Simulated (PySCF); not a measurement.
# Vertical excitation energies

InCl2(nPr), C₃H₇Cl₂In.
SMILES: `[Cl][In]([Cl])[CH2]CC`

Theory: TDDFT wB97X-D/def2-SVPD, vertical, gas phase, core orbitals frozen in the response, def2 core potentials past Kr in PySCF. One conformer (not necessarily the lowest) at the PBE0-D3(BJ)/def2-SVP geometry, without solvent, vibrations or thermal averaging. Spin–orbit coupling is left out. Note that the optimisation stopped short of convergence; the values belong to its last geometry.

```tsv
state	E (eV)	ν̃ (cm⁻¹)	f	main configurations (H = HOMO, L = LUMO)
S1	5.58	45000	0.0063	H→L+1 (98%)
S2	5.84	47100	0.275	H→L (82%), H-4→L (11%)
S3	5.87	47370	0.030	H-1→L (89%)
S4	5.97	48140	0.0000	H-2→L (94%)
S5	6.09	49090	0.0000	H-1→L+1 (98%)
S6	6.34	51120	0.041	H-3→L (92%)
S7	6.43	51870	0.012	H-2→L+1 (82%), H-5→L (12%)
S8	6.60	53270	0.072	H-4→L (65%), H-3→L+1 (22%)
S9	6.75	54410	0.0085	H-4→L+1 (96%)
S10	6.95	56040	0.252	H-3→L+1 (70%), H-4→L (14%), H→L (8%)
```

Triplets, Tamm–Dancoff:

```tsv
state	E (eV)	λ (nm)	main configurations (H = HOMO, L = LUMO)
T1	4.74	261.4	H→L (91%)
T2	5.32	233.0	H→L+1 (97%)
T3	5.49	225.7	H-1→L (92%)
T4	5.69	218.0	H-2→L (91%)
```

The lowest singlet comes at 222 nm (538 kJ/mol) in the ultraviolet; it is weak; its leading configuration is HOMO→LUMO+1 (98%). The strongest level in the table is S2 at 5.84 eV (212 nm, f = 0.275). Löwdin shares by element: HOMO chlorine 40%, carbon 25% or more, indium 14% (atoms not listed hold the other 21%); LUMO indium 44%, chlorine 33%, carbon 16% or more. Orbital energies (eV): HOMO-3 -11.10, HOMO-2 -10.74, HOMO-1 -10.56, HOMO -10.06, LUMO -0.26, LUMO+1 -0.01, LUMO+2 1.63. Of the 10 states listed, 6 reach f = 0.01 and 2 stay under 0.0005. The vertical ionisation energy (ΔSCF) is 10.21 eV, 3.27 eV above S10. Only the lowest 10 singlets were computed, as vertical energies without vibronic structure.
